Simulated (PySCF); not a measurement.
Cl2CrO2, singlet, geometry from GFN2-xTB (such geometries of metal compounds can be far from the true shape); PBE0/STO-3G run with PySCF.

The PySCF input:
```python
from pyscf import gto, scf, dft

mol = gto.M(
    atom='''
Cr    0.36161990   -0.06306063    0.11655214
O     1.44045237   -0.59234025   -0.86408389
O     0.79045337    0.20330658    1.58311746
Cl   -0.38616068    1.66825371   -0.64495912
Cl   -1.17419951   -1.39615227    0.14204619
''',
    basis='sto-3g',
    verbose=4,
)

mf = dft.RKS(mol)
mf.xc = 'pbe0'
mf.conv_tol_grad = 1e-3
mf.kernel()
mf.analyze()
```

Output, abridged:

```
PySCF version 2.14.0

[INPUT] verbose = 4
[INPUT] num. atoms = 5
[INPUT] num. electrons = 74
[INPUT] charge = 0
[INPUT] spin (= nelec alpha-beta = 2S) = 0
[INPUT] symmetry False subgroup None
[INPUT] Mole.unit = angstrom
[INPUT] Symbol           X                Y                Z      unit          X                Y                Z       unit  Magmom
[INPUT]  1 Cr     0.361619900000  -0.063060630000   0.116552140000 AA    0.683362572193  -0.119167319943   0.220251623832 Bohr   0.0
[INPUT]  2 O      1.440452370000  -0.592340250000  -0.864083890000 AA    2.722060474781  -1.119360845056  -1.632881900749 Bohr   0.0
[INPUT]  3 O      0.790453370000   0.203306580000   1.583117460000 AA    1.493740383539   0.384193755522   2.991658422417 Bohr   0.0
[INPUT]  4 Cl    -0.386160680000   1.668253710000  -0.644959120000 AA   -0.729737925276   3.152542618190  -1.218796098340 Bohr   0.0
[INPUT]  5 Cl    -1.174199510000  -1.396152270000   0.142046190000 AA   -2.218915489498  -2.638345418490   0.268428396138 Bohr   0.0

nuclear repulsion = 501.758778272417
number of shells = 24
number of NR pGTOs = 138
number of NR cGTOs = 46
basis = sto-3g
ecp = {}

******** <class 'pyscf.dft.rks.RKS'> ********
method = RKS
initial guess = minao
damping factor = 0
level_shift factor = 0
DIIS = <class 'pyscf.scf.diis.CDIIS'>
diis_start_cycle = 1
diis_space = 8
diis_damp = 0
SCF conv_tol = 1e-09
SCF conv_tol_grad = 0.001
SCF max_cycles = 50
direct_scf = True
direct_scf_tol = 1e-13
XC library pyscf.dft.libxc version 7.1.2
    S. Lehtola, C. Steigemann, M. J. T. Oliveira, and M. A. L. Marques,  SoftwareX 7, 1–5 (2018)
XC functionals = pbe0
    C. Adamo and V. Barone,  J. Chem. Phys. 110, 6158 (1999)
    M. Ernzerhof and G. E. Scuseria,  J. Chem. Phys. 110, 5029 (1999)
radial grids:
    Treutler-Ahlrichs [JCP 102, 346 (1995); DOI:10.1063/1.469408] (M4) radial grids

becke partition: Becke, JCP 88, 2547 (1988); DOI:10.1063/1.454033
pruning grids: <function nwchem_prune>
grids dens level: 3
symmetrized grids: False
atomic radii adjust function: <function treutler_atomic_radii_adjust>
small_rho_cutoff = 0
Initial guess from minao.
tot grids = 86832
init E= -2090.88418518746
  HOMO = -0.529404167557442  LUMO = -0.216647059211073  gap/eV = 8.51055
cycle= 1 E= -2090.81374404231  delta_E= 0.0704  |g|= 2.05  |ddm|= 3.62

WARN: HOMO -0.134889755467943 == LUMO -0.134632494839078

cycle= 2 E= -2074.7857991534  delta_E=   16  |g|= 5.62  |ddm|= 6.78
  HOMO = -0.212919001150709  LUMO = 0.0108393352010064  gap/eV = 6.08877
cycle= 3 E= -2091.13783987644  delta_E= -16.4  |g|=  1.7  |ddm|= 6.75
  HOMO = -0.16925214772872  LUMO = 0.131328234024496  gap/eV = 8.17921
cycle= 4 E= -2091.14318247017  delta_E= -0.00534  |g|= 1.78  |ddm|= 1.27
  HOMO = -0.251065243641216  LUMO = 0.0490457001539008  gap/eV = 8.16643
cycle= 5 E= -2091.3873542321  delta_E= -0.244  |g|= 1.53  |ddm|= 0.364
  HOMO = -0.285080383639858  LUMO = 0.0263133908615404  gap/eV = 8.47346
cycle= 6 E= -2091.47861626827  delta_E= -0.0913  |g|= 1.42  |ddm|= 0.317
  HOMO = -0.269590284582581  LUMO = 0.0591113762474738  gap/eV = 8.94443
cycle= 7 E= -2091.39888342617  delta_E= 0.0797  |g|= 1.53  |ddm|= 0.159
  HOMO = -0.264481861024131  LUMO = 0.0490066397282424  gap/eV = 8.53046
cycle= 8 E= -2091.46944319566  delta_E= -0.0706  |g|= 1.44  |ddm|= 0.0844
  HOMO = -0.239750172430364  LUMO = -0.0193066025485495  gap/eV = 5.99858
cycle= 9 E= -2091.88611571611  delta_E= -0.417  |g|= 0.447  |ddm|= 0.709
  HOMO = -0.24640114249146  LUMO = -0.0494674663020218  gap/eV = 5.35884
cycle= 10 E= -2091.9234015069  delta_E= -0.0373  |g|= 0.0605  |ddm|= 0.303
  HOMO = -0.247757557121838  LUMO = -0.0489559769157821  gap/eV = 5.40967
cycle= 11 E= -2091.9240224536  delta_E= -0.000621  |g|= 0.0395  |ddm|= 0.0881
  HOMO = -0.249909563986188  LUMO = -0.0509769704651264  gap/eV = 5.41323
cycle= 12 E= -2091.92443309699  delta_E= -0.000411  |g|= 0.00495  |ddm|= 0.0388
  HOMO = -0.249720866199594  LUMO = -0.0509899021850765  gap/eV = 5.40774
cycle= 13 E= -2091.92443804231  delta_E= -4.95e-06  |g|= 0.000635  |ddm|= 0.00363
  HOMO = -0.249746548786457  LUMO = -0.0509924317299957  gap/eV = 5.40838
cycle= 14 E= -2091.92443819802  delta_E= -1.56e-07  |g|= 8.3e-05  |ddm|= 0.00128
  HOMO = -0.249745006207488  LUMO = -0.0509887585187334  gap/eV = 5.40843
cycle= 15 E= -2091.9244382003  delta_E= -2.28e-09  |g|= 2.48e-05  |ddm|= 0.000163
  HOMO = -0.249745710319504  LUMO = -0.0509884697059945  gap/eV = 5.40846
cycle= 16 E= -2091.92443820051  delta_E= -2.16e-10  |g|= 1.57e-05  |ddm|= 5.26e-05
  HOMO = -0.249743972423794  LUMO = -0.0509922059731899  gap/eV = 5.40831
Extra cycle  E= -2091.92443819927  delta_E= 1.24e-09  |g|= 8.55e-05  |ddm|= 5.93e-05
converged SCF energy = -2091.92443819927
**** SCF Summaries ****
Total Energy =                       -2091.924438199271208
Nuclear Repulsion Energy =             501.758778272416976
One-electron Energy =                -3880.262881319675671
Two-electron Energy =                 1286.579664847987942
Two-electron Coulomb Energy =         1407.746799786671545
DFT Exchange-Correlation Energy =     -121.167134938683674
HOMO-LUMO gap [eV] =                     5.408311039044261
**** MO energy ****
MO #1   energy= -214.22162656734   occ= 2
MO #2   energy= -100.642930299976  occ= 2
MO #3   energy= -100.642916649222  occ= 2
MO #4   energy= -24.8213506494617  occ= 2
MO #5   energy= -21.5060095880617  occ= 2
MO #6   energy= -21.5043311152822  occ= 2
MO #7   energy= -21.5016540951315  occ= 2
MO #8   energy= -19.0104084202044  occ= 2
MO #9   energy= -19.0103268548575  occ= 2
MO #10  energy= -9.34797318559681  occ= 2
MO #11  energy= -9.34738073698907  occ= 2
MO #12  energy= -7.09450451411328  occ= 2
MO #13  energy= -7.0941069703372   occ= 2
MO #14  energy= -7.0851993039607   occ= 2
MO #15  energy= -7.08510373224003  occ= 2
MO #16  energy= -7.08417518942495  occ= 2
MO #17  energy= -7.08376404085305  occ= 2
MO #18  energy= -3.18705241298744  occ= 2
MO #19  energy= -2.14149754194248  occ= 2
MO #20  energy= -2.14008717065012  occ= 2
MO #21  energy= -2.13603243294798  occ= 2
MO #22  energy= -0.955226173045276 occ= 2
MO #23  energy= -0.935793861699934 occ= 2
MO #24  energy= -0.809559259979167 occ= 2
MO #25  energy= -0.797843227796869 occ= 2
MO #26  energy= -0.395336689807077 occ= 2
MO #27  energy= -0.392456306977341 occ= 2
MO #28  energy= -0.377536483895279 occ= 2
MO #29  energy= -0.375868687626024 occ= 2
MO #30  energy= -0.362689832990651 occ= 2
MO #31  energy= -0.350368815784726 occ= 2
MO #32  energy= -0.345501558764267 occ= 2
MO #33  energy= -0.316510661577044 occ= 2
MO #34  energy= -0.308485228054722 occ= 2
MO #35  energy= -0.279838579192108 occ= 2
MO #36  energy= -0.278376152574498 occ= 2
MO #37  energy= -0.249743972423794 occ= 2
MO #38  energy= -0.0509922059731899 occ= 0
MO #39  energy= -0.0059071974857926 occ= 0
MO #40  energy= -0.00141413955159053 occ= 0
MO #41  energy= 0.0565526078977201 occ= 0
MO #42  energy= 0.0601165983604144 occ= 0
MO #43  energy= 0.3057718700523    occ= 0
MO #44  energy= 0.40861810463135   occ= 0
MO #45  energy= 0.428347810067701  occ= 0
 ** Mulliken pop on meta-lowdin orthogonal AOs  **
 ** Mulliken pop  **
 ** Mulliken atomic charges  **
charge of    0Cr =      1.48487
charge of    1O =     -0.35325
charge of    2O =     -0.35325
charge of    3Cl =     -0.38919
charge of    4Cl =     -0.38918
Dipole moment(X, Y, Z, Debye):  1.22547, -0.21373,  0.39497
```
